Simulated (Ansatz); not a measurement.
Two members of one family (BN nanocrystals, H-capped) that differ in charge, which shifts all levels, computed with Ansatz in the gas phase. A negative affinity means that the extra electron isn't bound at that geometry and level; within about 0.2 eV of zero the sign isn't settled. Sets without diffuse functions give affinities that are too small. A dash marks a value that wasn't run or was left out as unsound. The structures are stationary points that may keep the symmetry of their start. Remarks come from the PBE and PBE0 runs and from stability tests at other levels; not every state was tested. A HOMO above zero means that the electron is unbound at that level and held by the basis, or that self-interaction error raises the level; the energy of removing that electron tells which.

First: B6N6H18, cut from wurtzite (singlet, charge 0, r2SCAN-D4/def2-SVP geometry).

```
atom   x (Å)   y (Å)   z (Å)
  N1   1.736  -0.357  -0.880
  B2   1.033  -1.386   0.102
  B3   1.146   0.893   1.392
  N4   0.617  -0.610   1.386
  N5  -0.295  -1.851  -0.634
  B6  -0.954  -0.653   1.646
  B7   0.838   0.910  -1.212
  N8   0.431   1.570   0.139
  N9  -0.480   0.342  -1.888
 B10  -1.289  -0.655  -0.954
 B11  -1.147   1.615   0.348
 N12  -1.587   0.085   0.383
 H13   2.533   0.017  -0.347
 H14   2.125  -0.800  -1.714
 H15   1.764  -2.346   0.305
 H16   2.379   0.908   1.234
 H17   0.845   1.460   2.425
 H18   1.046  -1.059   2.194
 H19  -0.115  -2.449  -1.443
 H20  -0.791  -2.432   0.056
 H21  -1.344  -1.834   1.685
 H22  -1.243  -0.078   2.679
 H23   1.424   1.656  -1.985
 H24   0.740   2.542   0.134
 H25  -0.320  -0.030  -2.827
 H26  -1.096   1.160  -1.998
 H27  -2.281  -1.072  -1.535
 H28  -1.435   2.178   1.388
 H29  -1.686   2.188  -0.615
 H30  -2.594   0.088   0.538
```

```
              level  HOMO (eV)  LUMO (eV)  gap (eV)  vertical EA (eV)
   PBE-D4/def2-TZVP      -5.73      -1.11      4.62             -0.52
r2SCAN-D4/def2-TZVP      -5.99      -0.41      5.58                 –
     B3LYP-D4/6-31G      -6.55       0.65      7.19                 –
   PBE0-D4/def2-SVP      -6.88       0.45      7.33                 –
  PBE0-D4/def2-TZVP      -7.00      -0.33      6.67             -0.74
```

Remarks: HOMO above zero (-1 doublet).

Second: B6N7H20⁺, cut from zinc blende (singlet, charge 1, r2SCAN-D4/def2-SVP geometry).

| atom | x (Å) | y (Å) | z (Å) |
| --- | --- | --- | --- |
| N1 | -1.959 | 0.585 | -1.192 |
| N2 | 2.570 | -0.695 | -0.294 |
| N3 | -0.431 | -1.396 | -0.801 |
| N4 | 0.564 | 0.912 | -0.896 |
| N5 | -1.110 | 1.676 | 0.900 |
| N6 | 0.482 | -0.307 | 1.276 |
| N7 | -2.042 | -0.650 | 1.005 |
| B8 | 2.101 | 0.503 | -1.240 |
| B9 | -0.499 | 0.003 | -1.545 |
| B10 | -2.254 | 0.767 | 0.346 |
| B11 | 2.010 | -0.864 | 1.192 |
| B12 | -0.586 | -1.301 | 0.775 |
| B13 | 0.393 | 1.111 | 0.639 |
| H14 | -2.687 | 0.013 | -1.634 |
| H15 | -2.068 | 1.485 | -1.674 |
| H16 | 3.574 | -0.542 | -0.170 |
| H17 | 2.543 | -1.586 | -0.795 |
| H18 | -1.094 | -2.066 | -1.203 |
| H19 | 0.476 | -1.825 | -1.008 |
| H20 | 0.540 | 1.825 | -1.361 |
| H21 | -1.179 | 2.623 | 0.513 |
| H22 | -1.231 | 1.841 | 1.906 |
| H23 | 0.403 | -0.228 | 2.293 |
| H24 | -2.775 | -1.301 | 0.705 |
| H25 | -2.207 | -0.589 | 2.016 |
| H26 | 2.147 | 0.138 | -2.403 |
| H27 | 2.784 | 1.476 | -0.997 |
| H28 | -0.400 | -0.115 | -2.746 |
| H29 | -3.365 | 1.208 | 0.552 |
| H30 | 2.002 | -2.046 | 1.487 |
| H31 | 2.673 | -0.170 | 1.936 |
| H32 | -0.552 | -2.391 | 1.302 |
| H33 | 1.176 | 1.903 | 1.113 |

Question: Estimate how these quantities change from the first to the second (second minus first).

Answer: 
```csv
level,Δ HOMO (eV),Δ LUMO (eV),Δ gap (eV),Δ vertical EA (eV)
PBE-D4/def2-TZVP,-3.88,-3.82,0.06,3.77
r2SCAN-D4/def2-TZVP,-3.92,-3.88,0.04,–
B3LYP-D4/6-31G,-4.01,-4.28,-0.27,–
PBE0-D4/def2-SVP,-3.98,-4.02,-0.03,–
PBE0-D4/def2-TZVP,-3.97,-3.75,0.21,3.66
```
